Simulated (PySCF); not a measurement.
Ionisation energy of Pt²⁺ by level of theory

Pt²⁺ [Xe] 4f14 5d8 [5d3/2^4 5d5/2^4, M_J = 4] → Pt³⁺ [Xe] 4f14 5d7 [5d3/2^4 5d5/2^3, M_J = 9/2], as a difference of total energies. Calculation: PySCF 2.14, in x2c-TZVPPall-2c (11s11p10d3f1g, 124 functions); the two-component X2C-1e Hamiltonian. Correlated levels: [Kr] 4d10 4f14 frozen; the 34 highest virtual spinors dropped. "Screened" scales the spin-orbit matrix elements by Boettger's factors to mimic the two-electron term; Breit and QED terms are absent.

```tsv
method	ionisation energy (eV)
GHF (spin-free)	29.213
GMP2 (spin-free)	30.742
GHF (screened spin-orbit)	28.867
GMP2 (screened spin-orbit)	30.375
```

**Question.** How much does correlation contribute at GMP2 (screened spin-orbit)?

**Answer.** 30.375 − (28.867) = 1.508 eV, measured against GHF (screened spin-orbit).

The spin-free rows relax to the high-spin LS determinant and lack the spin-orbit shift.

Errors of the correlated levels include the incompleteness of this basis and the frozen core.

The labels give the starting determinants; with spin-orbit coupling the two ends relaxed to ⟨J²⟩ = 20.02, ⟨L²⟩ = 12.46, ⟨S²⟩ = 2.09 and ⟨J²⟩ = 24.76, ⟨L²⟩ = 13.32, ⟨S²⟩ = 3.49.

For comparison: 29 ± 1.6 eV (theoretical estimate listed by NIST; NIST Atomic Spectra Database, ionization energies).
